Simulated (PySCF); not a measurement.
**Deuteron quadrupole couplings in Ga(H2S)H3**

Ga(H2S)H3.
Geometry (PBE0-D3(BJ)/def2-SVP, Å), atoms numbered from 1 in this order:
```xyz
7
GaH5S angstrom
Ga     0.1251   -0.2116   -1.1167
S      0.1436   -0.2441    1.5152
H      0.5231    1.0384    1.7061
H     -1.1627    0.0427    1.7057
H      1.6937   -0.2001   -1.2636
H     -0.6645    1.1450   -1.2814
H     -0.6582   -1.5702   -1.2654
```

Level: PBE0/pcSseg-1 (pcSseg-2 on Ga) (PySCF, non-relativistic); Q(2H) = 0.00286 b; rigid geometry, the same for H and D, with no vibrational averaging.

Q: Tabulate Vzz, the asymmetry η and χzz = 234.96 MHz × Q × Vzz for every hydrogen position.

A: 
| atom | bonded to | bond length (Å) | Vzz (au) | η | χzz (kHz) |
| --- | --- | --- | --- | --- | --- |
| H3 | S2 | 1.351 | 0.2163 | 0.15 | 145 |
| H4 | S2 | 1.351 | 0.2163 | 0.15 | 145 |
| H5 | Ga1 | 1.575 | 0.1146 | 0.08 | 77 |
| H6 | Ga1 | 1.578 | 0.1138 | 0.07 | 76 |
| H7 | Ga1 | 1.575 | 0.1147 | 0.08 | 77 |

Q: Average by the element that carries the hydrogen.

A: on S: 145 kHz over 2 positions, mean bond length 1.351 Å; on Ga: 77 kHz over 3 positions, mean bond length 1.576 Å.

Q: A static deuteron (I = 1) shows a doublet split by (3/2)χ, (3/4)χ(1 + η) and (3/4)χ(1 − η) with the field along z, y and x of the gradient. What are these for H6?

A: With |χ| = 76.5 kHz and η = 0.074: 115, 62 and 53 kHz, to first order and without motion.

Geometry: PBE0-D3(BJ)/def2-SVP; no solvent, vibrations or thermal averaging. The calculation is non-relativistic, for gallium too. With so small a basis the couplings can be 20 % off.
